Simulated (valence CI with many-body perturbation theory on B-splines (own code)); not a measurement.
The numbers below are computed, except where a source is named.
# Tc28+: magnetic and hyperfine properties of the levels

Level of theory: valence CI with perturbative core correlation (CI+MBPT): five valence electrons over a frozen Dirac-Fock core [Ne], a basis of 11 s, 11 p, 10 d, 8 f, 5 g, 2 h functions for each j, with the one-electron correlation potential Σ1, the two-electron term Σ2, the three-electron term Σ3, Breit, model QED; selected CI, second order for the rest, scaled by the run's own slope (own B-spline code, finite nucleus).

The last digits are not significant, and no measured levels were compared; by estimate large intervals hold to a few tenths of a per cent, small ones and those within an open d or f shell to about a per cent. Among the levels kept, up to 3800 cm⁻¹ of a level comes from second order outside the variational space, and about a tenth of that is noise between levels of different J, which matters for small intervals.

A/g_I is the dipole constant over the nuclear g factor μ/I (μ in nuclear magnetons, uniformly magnetised nucleus), B/Q the quadrupole constant per barn. Both hold the static response of the core; the bare values leave it out. Large factors of s and p1/2 electrons are usually good to 5 to 10 %; those of open d and f shells near neutrality can be off by tens of per cent, and small factors of p3/2, d and f electrons come from cancelling terms and can be off by a factor of two or in sign, in half-filled shells by more. B is blank for J = 1/2, where it vanishes, and for nearly pure S terms. Energies count from the lowest level.

Levels are named by their leading jj configuration (3d3/2^4 stands for four electrons in 3d with j = 3/2), which in mixed levels can hold well under half, so a name can repeat and another be missing. Letters in brackets count levels of one name in rising energy.

| Level | E (cm⁻¹) | g | A/g_I (MHz) | A/g_I bare | B/Q (MHz/b) | B/Q bare |
| --- | --- | --- | --- | --- | --- | --- |
| (3s^2 3p1/2^2 3p3/2) J=3/2 | 0 | 1.527 | 24900 | 25200 | 39200 | 38300 |
| (3s^2 3p1/2 3p3/2^2) J=3/2 | 176880 | 1.342 | 6250 | 6850 | 24000 | 23500 |
| (3s^2 3p1/2 3p3/2^2) J=5/2 | 222930 | 1.197 | 60100 | 58800 | -207 | -200 |
| (3s^2 3p1/2 3p3/2^2) J=1/2 | 282250 | 0.661 | 177000 | 171000 |  |  |
| (3s^2 3p3/2^3) J=3/2 | 459080 | 1.257 | 32600 | 32300 | -63300 | -61800 |
| (3s 3p1/2^2 3p3/2^2) J=5/2 | 763040 | 1.533 | 122000 | 119000 | 26600 | 26000 |
| (3s 3p1/2^2 3p3/2^2) J=3/2 | 846190 | 1.228 | -5550 | -4030 | -32600 | -31600 |
| (3s 3p1/2^2 3p3/2^2) J=1/2 | 879240 | 2.426 | 395000 | 384000 |  |  |
| (3s^2 3p1/2^2 3d3/2) J=3/2 | 928380 | 1.044 | 51800 | 50900 | -2620 | -2220 |
| (3s^2 3p1/2^2 3d5/2) J=5/2 | 990330 | 1.159 | 16000 | 16400 | 12400 | 12800 |
| (3s 3p1/2 3p3/2^3) J=3/2 | 997220 | 1.061 | 22900 | 22800 | -34500 | -33500 |
| (3s 3p1/2 3p3/2^3) J=5/2 | 1032800 | 1.250 | 122000 | 119000 | -62600 | -61100 |
| (3s^2 3p1/2 3p3/2 3d3/2) J=3/2 [a] | 1055900 | 1.046 | 35200 | 35100 | -23000 | -22400 |
| (3s^2 3p1/2 3p3/2 3d3/2) J=1/2 [a] | 1065200 | 0.604 | 49700 | 49000 |  |  |
| (3s^2 3p1/2 3p3/2 3d3/2) J=5/2 [a] | 1080300 | 0.941 | 50400 | 49400 | -22800 | -21900 |
| (3s^2 3p1/2 3p3/2 3d3/2) J=7/2 | 1109500 | 1.151 | 34000 | 33900 | 14700 | 15000 |
| (3s^2 3p1/2 3p3/2 3d5/2) J=7/2 [a] | 1125100 | 1.287 | 5010 | 5840 | 60700 | 59800 |
| (3s 3p1/2 3p3/2^3) J=1/2 | 1142100 | 0.914 | 59400 | 57700 |  |  |
| (3s^2 3p1/2 3p3/2 3d5/2) J=3/2 [a] | 1160400 | 1.137 | -2130 | -994 | -25700 | -25000 |
| (3s^2 3p1/2 3p3/2 3d5/2) J=9/2 | 1166400 | 1.244 | 30600 | 30500 | 18800 | 19300 |
| (3s^2 3p1/2 3p3/2 3d5/2) J=5/2 [a] | 1186500 | 1.219 | 29600 | 29600 | -21500 | -20700 |
| (3s^2 3p1/2 3p3/2 3d3/2) J=3/2 [b] | 1245100 | 1.193 | -10700 | -9200 | 13100 | 12800 |
| (3s^2 3p1/2 3p3/2 3d5/2) J=7/2 [b] | 1251000 | 1.040 | 35900 | 35400 | 46100 | 45800 |
| (3s^2 3p1/2 3p3/2 3d3/2) J=5/2 [b] | 1251800 | 1.393 | 27300 | 27700 | 749 | 655 |
| (3s^2 3p1/2 3p3/2 3d3/2) J=1/2 [b] | 1266500 | 1.918 | 97000 | 95400 |  |  |
| (3s^2 3p1/2 3p3/2 3d5/2) J=3/2 [b] | 1281900 | 1.475 | 44800 | 44700 | -7980 | -8010 |
| (3s 3p3/2^4) J=1/2 [a] | 1295500 | 1.459 | 236000 | 228000 |  |  |
| (3s^2 3p1/2 3p3/2 3d5/2) J=3/2 [c] | 1313500 | 0.893 | 41100 | 40400 | 20500 | 20300 |
| (3s^2 3p1/2 3p3/2 3d5/2) J=5/2 [b] | 1330500 | 1.090 | 7980 | 8410 | 39700 | 39300 |
| (3s^2 3p3/2^2 3d5/2) J=7/2 | 1353400 | 1.233 | 17300 | 17600 | 16700 | 16700 |
| (3s^2 3p3/2^2 3d5/2) J=9/2 | 1377600 | 1.194 | 19800 | 19900 | 62400 | 61800 |
| (3s^2 3p1/2 3p3/2 3d5/2) J=1/2 | 1391500 | 1.059 | -25100 | -23700 |  |  |
| (3s^2 3p3/2^2 3d3/2) J=1/2 | 1421600 | 1.216 | 16600 | 16100 |  |  |
| (3s^2 3p3/2^2 3d3/2) J=3/2 [a] | 1438400 | 1.093 | 19100 | 19300 | -20300 | -20100 |
| (3s^2 3p3/2^2 3d3/2) J=5/2 | 1439400 | 1.186 | 43700 | 43200 | -24200 | -23700 |
| (3s^2 3p3/2^2 3d3/2) J=7/2 | 1475500 | 1.115 | 26700 | 26700 | -1600 | -861 |
| (3s^2 3p3/2^2 3d5/2) J=5/2 [a] | 1497000 | 1.204 | 10100 | 10700 | 75500 | 74300 |
| (3s^2 3p3/2^2 3d3/2) J=3/2 [b] | 1519800 | 1.108 | 16200 | 16800 | -221 | 70.7 |
| (3s 3p3/2^4) J=1/2 [b] | 1569100 | 1.716 | 232000 | 225000 |  |  |
| (3s^2 3p3/2^2 3d5/2) J=3/2 | 1579400 | 0.954 | 15100 | 15400 | 13200 | 13200 |

(1) Take the isotope of mass number 99, with I = 9/2, μ = 5.678 μN, leaving out the quadrupole term. What is the hyperfine structure of (3s^2 3p1/2^2 3p3/2) J=3/2?

Results:

(1) From the table A = 31400 MHz. Shifts from the centre of gravity in MHz: F = 3: -259000, F = 4: -133000, F = 5: 23600, F = 6: 212000.
